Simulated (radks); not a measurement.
Q: The tantalum ion Ta43+, [Ar] 3d10 4s2. Method: non-relativistic Kohn-Sham, exchange-only LDA, spin-polarised, spherical densities, point nucleus; computed with a radial shooting solver on a logarithmic mesh with Libxc functionals. Every spin shell is full or empty, so the densities are truly spherical. Functionals are evaluated on that one density, not self-consistently. Rank these orbital-free kinetic functionals by their error against the exact value of the orbitals, and give that value: Thomas-Fermi, TF + vW, TF + vW/9, TF + vW/5, APBEK, revAPBEK, Perdew 92, Thakkar, Pearson, PG1.

A: Exact: 13569.8 hartree. From best to worst, with 100 (|E| - |E exact|)/|E exact| (equal figures are ties): APBEK +0.25, revAPBEK +0.43, Thakkar -0.47, Perdew 92 -0.50, TF + vW/9 -0.51, Pearson -0.80, TF + vW/5 +3.08, Thomas-Fermi -5.01, PG1 +14.88, TF + vW +35.44.
